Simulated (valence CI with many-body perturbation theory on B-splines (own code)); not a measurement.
# Sm XII: what each term of the Hamiltonian does

Computed by valence CI with perturbative core correlation (CI+MBPT): five valence electrons over a frozen Dirac-Fock core [Kr] 4d10, radial functions for each j: 7 s, 7 p, 7 d, 7 f, 4 g, 2 h, with the one-electron correlation potential Σ1 (screened to all orders), the two-electron term Σ2, the three-electron term Σ3, Breit, model QED; selected single and double excitations, second order for the rest (own B-spline code, finite nucleus).

No measured levels were compared; by estimate terms of the open shell hold to a few per cent of their energy, and close levels can change places. Core correlation moves these levels by up to 41000 cm⁻¹, and in measured spectra 5 to 20 % of such shifts remained as error; rates that hang on mixing are uncertain with them. Among the levels kept, up to 960 cm⁻¹ of a level comes from second order outside the variational space, and about a tenth of that is noise between levels of different J, which matters for small intervals. Only levels of the ground parity were solved; by the run's estimate the other parity begins above the list, which can be wrong where configurations are misplaced.

Each rung adds one term. CI alone is the Dirac-Coulomb CI over the frozen core; QED comes last and gives the full result, which names the levels. Energies are above 4f³5s² ⁴I°_9/2 on the same rung, in eV. A blank means that the level has no clear partner on that rung.

Names give the largest LS component (configuration and term), which can be under half, so a name can repeat, a term be missing and a line seem to break the LS rules; names also repeat where a configuration has a term twice. Letters in brackets count levels of one name in rising energy.

```
              Level  CI alone       Σ1       Σ2       Σ3    Breit      QED    Full
    4f³5s² ⁴I°_11/2    0.3687  +0.0305  +0.0352  -0.0009  -0.0369  +0.0034  0.3999
    4f³5s² ⁴I°_13/2    0.7586  +0.0614  +0.0708  -0.0024  -0.0778  +0.0054  0.8161
    4f³5s² ⁴I°_15/2     1.162  +0.0913  +0.1019  -0.0045  -0.1186  +0.0083   1.241
     4f³5s² ⁴F°_3/2     2.170  +0.0798  -0.0569  -0.0010  +0.0096  +0.0017   2.203
 4f³5s² ²H°_9/2 [a]     2.253                    -0.0318  -0.0188  +0.0019   2.349
     4f³5s² ⁴F°_5/2     2.403  +0.0897  -0.0446  -0.0059  -0.0159  +0.0037   2.430
     4f³5s² ⁴F°_7/2     2.567  +0.1110  -0.0116  -0.0119  -0.0374  +0.0040   2.621
     4f³5s² ⁴S°_3/2     2.446  +0.0943  +0.0218  +0.0805  -0.0225  +0.0043   2.624
     4f³5s² ⁴F°_9/2     2.837  +0.0905  +0.0221  -0.0156  -0.0630  +0.0061   2.877
4f³5s² ²H°_11/2 [a]                     +0.1858  -0.0337  -0.0733  +0.0064   3.043
     4f³5s² ²G°_7/2                     +0.0429  -0.0179  -0.0247  +0.0035   3.303
     4f³5s² ⁴G°_5/2                              +0.0181  +0.0058  +0.0021   3.324
    4f³5s² ²K°_13/2     3.667  +0.0807  -0.0386  -0.0159  -0.0583  +0.0044   3.639
     4f³5s² ⁴G°_7/2     3.729  +0.0508  -0.0309  -0.0135  -0.0382  +0.0050   3.702
     4f³5s² ⁴G°_9/2                     +0.0190  -0.0001  -0.0604  +0.0061   3.804
 4f³5s² ²D°_3/2 [a]     3.875                    +0.0676  -0.0105  +0.0038   4.040
    4f³5s² ²K°_15/2     4.093  +0.1016  -0.0354  -0.0167  -0.0921  +0.0070   4.057
     4f³5s² ²G°_9/2                     +0.0644  -0.0347  -0.0898  +0.0076   4.105
    4f³5s² ⁴G°_11/2     4.267                    +0.0054  -0.0917  +0.0072   4.227
     4f³5s² ²P°_1/2     4.225  +0.1151  +0.0069  +0.1133  -0.0201  +0.0057   4.446
 4f³5s² ²D°_5/2 [a]     4.344                    +0.0303  -0.0459  +0.0063   4.565
     4f³5s² ²P°_3/2     4.877  +0.1674  +0.0363  +0.0704  -0.0734  +0.0088   5.087
     4f³5s² ⁴D°_3/2     5.431  +0.1688  -0.1870  +0.0402  -0.0058  +0.0037   5.451
     4f³5s² ⁴D°_5/2                     -0.1972  +0.0376  -0.0004  +0.0033   5.468
    4f³5s² ²I°_11/2     5.456  +0.1793  -0.1422  +0.0607  -0.0417  +0.0047   5.517
     4f³5s² ⁴D°_1/2     5.526  +0.2135  -0.1542  +0.0350  -0.0268  +0.0061   5.599
    4f³5s² ²L°_15/2     5.910  +0.1053  -0.2741  +0.0092  -0.0811  +0.0065   5.675
    4f³5s² ²I°_13/2     5.762  +0.1957  -0.1415  +0.0694  -0.0840  +0.0065   5.808
     4f³5s² ⁴D°_7/2     6.048                    +0.0261  -0.0439  +0.0062   5.943
    4f³5s² ²L°_17/2     6.212  +0.1240  -0.2693  +0.0102  -0.1134  +0.0069   5.970
 4f³5s² ²H°_9/2 [b]     6.437  +0.1240  -0.2814  +0.0007  -0.0392  +0.0055   6.246
```

The middle columns are the shifts that each term adds.

**Question.** How does the ionisation energy move along the ladder, and which term matters most?

**Answer.** CI alone 193.17, + Σ1 195.70, + Σ2 199.83, + Σ3 199.65, + Breit 199.73, + QED 199.76 eV. The largest step is Σ2, 4.13 eV. NIST lists 208 ± 10 eV (theoretical).
